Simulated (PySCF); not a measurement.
# TDDFT excited states: C4H8O2Si2

Compound: C₄H₈O₂Si₂.
Cartesian coordinates in Å at the GFN2-xTB level; atoms count from 1:
```
atom  x, y, z in Å
C1     2.7770    1.3456    1.3679
C2     2.0480    0.6247    0.7413
Si3    0.8922   -0.4956   -0.1804
O4     1.6333   -1.8217   -0.7505
C5    -0.6901   -0.9596    0.7592
C6    -1.7486    0.0969    0.4031
Si7   -1.3523    0.7519   -1.3460
O8     0.2384    0.3762   -1.4135
H9     3.4198    1.9787    1.9096
H10    2.2317   -1.7476   -1.4892
H11   -1.0241   -1.9415    0.4198
H12   -0.5602   -1.0305    1.8384
H13   -1.6744    0.9240    1.1130
H14   -2.7543   -0.3097    0.5113
H15   -1.4341    2.2018   -1.4727
H16   -2.0100    0.0151   -2.4227
```

Computed, not measured: PySCF 2.14.0, density-fitted response routines, TDDFT wB97X-D/def2-SVPD, vertical, gas phase, core orbitals frozen in the response.

| state | E (eV) | λ (nm) | ν̃ (cm⁻¹) | f | \|μ\| (D) | main configurations (H = HOMO, L = LUMO) |
| --- | --- | --- | --- | --- | --- | --- |
| S1 | 6.20 | 199.9 | 50020 | 0.0000 | 0.04 | H-1→L (36%), H-2→L+1 (15%), H-1→L+2 (15%) |
| S2 | 6.46 | 192.1 | 52070 | 0.0005 | 0.14 | H-1→L+1 (35%), H-2→L (15%), H→L (13%) |
| S3 | 6.47 | 191.6 | 52180 | 0.0009 | 0.19 | H-2→L+1 (33%), H→L+1 (24%), H-1→L (14%) |
| S4 | 7.53 | 164.7 | 60720 | 0.013 | 0.68 | H→L+1 (17%), H→L+2 (16%), H→L (16%) |
| S5 | 7.72 | 160.5 | 62300 | 0.0038 | 0.36 | H→L (35%), H→L+2 (13%), H→L+1 (9%) |
| S6 | 7.82 | 158.5 | 63080 | 0.013 | 0.66 | H-3→L+1 (20%), H-3→L (14%), H-1→L+2 (9%) |
| S7 | 7.96 | 155.8 | 64180 | 0.050 | 1.29 | H→L+1 (26%), H→L+2 (22%), H-4→L+1 (14%) |
| S8 | 8.07 | 153.5 | 65130 | 0.0030 | 0.31 | H→L+3 (28%), H→L+2 (15%), H-3→L (9%) |

Triplets, Tamm–Dancoff:

| state | E (eV) | λ (nm) | main configurations (H = HOMO, L = LUMO) |
| --- | --- | --- | --- |
| T1 | 5.18 | 239.4 | H-1→L+1 (31%), H-2→L (17%), H→L (9%) |
| T2 | 5.70 | 217.6 | H-1→L (25%), H-2→L+1 (15%), H-1→L+2 (12%) |
| T3 | 5.70 | 217.3 | H-1→L+1 (33%), H-2→L (12%), H→L (8%) |

The lowest singlet comes at 200 nm (598 kJ/mol) in the ultraviolet; it is dark (f under 0.0005); its leading configuration is HOMO-1→LUMO (36%). The strongest level in the table is S7 at 7.96 eV (156 nm, f = 0.050). Löwdin shares by element: HOMO carbon 59% (atoms not listed hold the other 41%); LUMO carbon 36% or more, silicon 18% or more, oxygen 14% or more (atoms not listed hold the other 31%). Weighted by f, the mean energy of these states is 7.84 eV. Of the 8 states listed, 3 reach f = 0.01 and 2 stay under 0.0005. Orbital energies (eV): HOMO-3 -10.70, HOMO-2 -10.38, HOMO-1 -10.17, HOMO -10.01, LUMO 1.59, LUMO+1 1.80, LUMO+2 1.94. Only the lowest 8 singlets were computed, as vertical energies without vibronic structure.

One conformer stands for the species.
